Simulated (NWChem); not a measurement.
Isomers of C₂H₄FNSi, each optimised at PBE0/def2-SVP with NWChem, gas phase unless a solvent is named. Flexible species stand in one conformer each, which need not be the lowest.  Relative energies count from the lowest isomer at each level and are electronic, without zero-point energy, on those geometries.

A: F[C@H](C#N)[SiH3]
B: F[C@@H]1N=C[SiH2]1
C: C#C[Si@@H](N)F
D: F[Si@H]1C=NC1

Task: Rank them by relative energy, M06-2X/def2-SVP (kcal/mol), lowest first.

Result: C (0.0), D (21.5), A (50.8), B (68.5)
